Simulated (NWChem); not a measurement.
Species: GaBrCl₂; SMILES [Cl][Ga]([Cl])[Br]

All runs: NWChem. Coordinates come from a PBE-D3(BJ)/def2-SVP optimisation. Static field.

```json
[
 {"level": "PBE/def2-SVPD", "isotropic polarisability (bohr³)": "80.7", "anisotropy (bohr³)": "34.6"},
 {"level": "B3LYP/def2-SVPD", "isotropic polarisability (bohr³)": "78.1", "anisotropy (bohr³)": "32.7"},
 {"level": "Hartree-Fock/def2-SVPD", "isotropic polarisability (bohr³)": "___", "anisotropy (bohr³)": "___"}
]
```

Complete the blanks.


- Hartree-Fock/def2-SVPD, isotropic polarisability (bohr³): 69.5
- Hartree-Fock/def2-SVPD, anisotropy (bohr³): 24.4
